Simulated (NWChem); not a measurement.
Species: SiN, doublet; SMILES N#[Si]

```xyz
2

Si     0.0000     0.0000    -0.5264
N      0.0000     0.0000     1.0485
```
Atoms are numbered in this order, from 1.

Results from NWChem. Spin-unrestricted. Coordinates come from a PBE0/def2-SVP, spin-unrestricted optimisation. No stability test was run on the SCF state. Vertical excitations in the gas phase; the lowest state need not have the same character in each row. Excited states of an open shell can be spin-contaminated.

```csv
level,lowest excitation (eV),oscillator strength of that lowest state,"lowest empty minus highest occupied level, either spin (eV)"
"PBE/def2-SVP, TDA",0.67,0.002,0.83
"B3LYP/def2-SVP, TDA",0.38,0.001,2.70
"LDA (Slater exchange, VWN5)/def2-SVP, TDA",0.56,0.001,0.55
"PBE0/def2-SVP, TDA",___,0.001,___
```

### Question
Fill in the missing entries.

### Answer

- PBE0/def2-SVP, TDA, lowest excitation (eV): 0.44
- PBE0/def2-SVP, TDA, lowest empty minus highest occupied level, either spin (eV): 3.33
